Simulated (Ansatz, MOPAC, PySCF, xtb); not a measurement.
Lewis adduct: AlH3 (SMILES [AlH3]) (first 4 atoms) with CH4O (SMILES CO); geometry from B3LYP-D3(BJ)/def2-TZVP, rigid monomers moved along the line of their centres of mass till Al1···O6 is 2.78 Å.
(charge 0, multiplicity 1):
```xyz
10

Al    -0.934    -0.210     0.663
H     -1.004    -1.797     0.738
H     -0.200     0.498    -0.562
H     -2.127     0.592     1.361
C      0.726    -0.049     4.062
O      0.959     0.199     2.657
H      1.672    -0.008     4.598
H      0.309    -1.050     4.124
H      0.015     0.674     4.462
H      1.400     1.046     2.521
```

Monomers are frozen at their geometry in the pair; levels with a basis set take the counterpoise correction. Rows marked so take none.

Rows in 6-31G* carry no dispersion term and start afresh at each structure (6-31G* with six Cartesian d functions). The state that AM1, PM3 reach isn't checked.

Run with Ansatz (Gaussian basis) for Hartree–Fock, density functionals and correlated methods; MOPAC for AM1, PM3 (differences of heats of formation); PySCF for 6-31G* rows, the dispersion terms; xtb for the GFN methods. Each number belongs to the level named beside it.

```csv
level,interaction energy (kcal/mol)
AM1,-6.13
PM3,-8.14
GFN2-xTB,-17.67
HF/6-31G* (no counterpoise),-14.41
PBE/def2-TZVPPD,…
r2SCAN-D3(BJ)/def2-TZVPPD,-13.76
PBE0-D4/def2-TZVPPD,-13.38
wB97X-V/def2-TZVPPD,-13.52
wB97M-V/def2-TZVPPD,-13.54
```

Problem. Fill in the missing entries.

Solution. 
- PBE/def2-TZVPPD, interaction energy (kcal/mol): -12.29

Ansatz is a quantum-chemistry and plane-wave program.
